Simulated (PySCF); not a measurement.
**Excited states of In⁴⁷⁺ (indium, charge +47)**

Ground state 1s2, ¹S. Calculation: PySCF 2.14, in an uncontracted even-tempered set (18 s from 6.02 bohr⁻², ratio 2.5; 9 p from 7.11 bohr⁻², ratio 2.7; 7 d from 8.09 bohr⁻², ratio 2.7; 3 f from 640 bohr⁻², ratio 2.7); the spin-free X2C one-electron Hamiltonian (Gaussian nucleus). Vertical excitation energies in eV without spin-orbit coupling; excited terms of each kind are numbered among those the solver found. Frozen: nothing.

```tsv
term	leading excitation	EOM-EE-CCSD
1 3S	1s → s	24636.7
1 1S	1s → s	24705.6
1 3P°	1s → p	24876.9
1 1P°	1s → p	24920.9
2 3S	1s → s	29267.4
2 1S	1s → s	29285.4
2 3P°	1s → p	29338.2
2 1P°	1s → p	29350.2
1 3D	1s → d	29386.0
1 1D	1s → d	29386.6
2 3D	1s → d	30923.6
2 1D	1s → d	30923.9
```

The spin-orbit splitting of the hole, absent here, rivals or exceeds the spacing of these terms, so the LS terms are model states.

Only the lower part of the computed list is shown. Doubly excited terms such as np² are absent. The solver can miss terms. The 8 highest virtual orbitals were dropped.
